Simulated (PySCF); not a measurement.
A side-by-side comparison of computed properties.

First species: CH12O2Si4.
SMILES: `CO[SiH2][SiH2][SiH2]O[SiH3]`

Second species: C2H10OSi2.
SMILES with atom numbers: `[OH:1][CH2:2][CH:3]([SiH3:4])[SiH3:5]` (hydrogens: H6 on O1; H7, H8 on C2; H9 on C3; H10, H11, H12 on Si4; H13, H14, H15 on Si5)

Structure used (GFN2-xTB), in Å, numbered top down from 1:
```xyz
15
C2H10OSi2 angstrom
O      2.1560    0.5953   -0.4954
C      1.2491   -0.4804   -0.3839
C      0.0066   -0.0952    0.4081
Si    -0.5048    1.6629   -0.1438
Si    -1.3473   -1.4184    0.2504
H      2.4435    0.8427    0.3902
H      0.9819   -0.7274   -1.4141
H      1.7481   -1.3572    0.0556
H      0.2882   -0.0377    1.4670
H      0.4150    2.6721    0.3880
H     -1.8372    1.9372    0.4039
H     -0.5388    1.7165   -1.6019
H     -1.8157   -1.5013   -1.1332
H     -2.4559   -1.0818    1.1433
H     -0.7932   -2.7193    0.6439
```

Levels: PBE0/pcSseg-1 for dipole moment, HOMO energy, LUMO energy and HOMO–LUMO gap; GFN2-xTB for rotational constant A and rotational constant C. Geometries: GFN2-xTB. Each structure is a single optimised conformer of the isolated species, non-relativistic unless stated; the electronic structure was computed with PySCF and density fitting.

Dipoles, sizes and rotational constants follow the conformer. The torsions of the flexible species, by atom-mapped SMILES:
- `[CH3:1][O:2][SiH2:3][SiH2:4][SiH2:5][O:6][SiH3:7]`: C1–O2–Si3–Si4 58°, O2–Si3–Si4–Si5 31°, Si3–Si4–Si5–O6 176°, Si4–Si5–O6–Si7 -13°
- `[OH:1][CH2:2][CH:3]([SiH3:4])[SiH3:5]`: O1–C2–C3–Si4 41°, H–O1–C2–C3 62°

Q: Which of the two has the higher rotational constant C, and by how much?

A: The second: 1.439 GHz against 0.409 GHz, a difference of 1.030 GHz.

Q: Which of the two has the higher HOMO–LUMO gap, and by how much?

A: The second: 8.47 eV against 6.86 eV, a difference of 1.61 eV.

Q: Which of the two has the higher dipole moment, and by how much?

A: The second: 1.69 D against 1.13 D, a difference of 0.56 D.

Q: Which has the higher LUMO energy?

A: The second: 0.42 eV against -0.75 eV, a difference of 1.17 eV.

Q: Which has the higher rotational constant A?

A: The second: 3.640 GHz against 2.810 GHz, a difference of 0.830 GHz.

Q: Which of the two has the higher HOMO energy, and by how much?

A: The first: -7.61 eV against -8.05 eV, a difference of 0.44 eV.

On the first: The dipole equals about 3.8 × 10⁻³⁰ C·m (1 D = 3.33564 × 10⁻³⁰ C·m).

On the second: The dipole matches unit charges of opposite sign 0.35 Å apart (1 e·Å = 4.8032 D). A dipole of 1.69 D is allowed in C1, and pure rotational transitions are dipole-allowed.
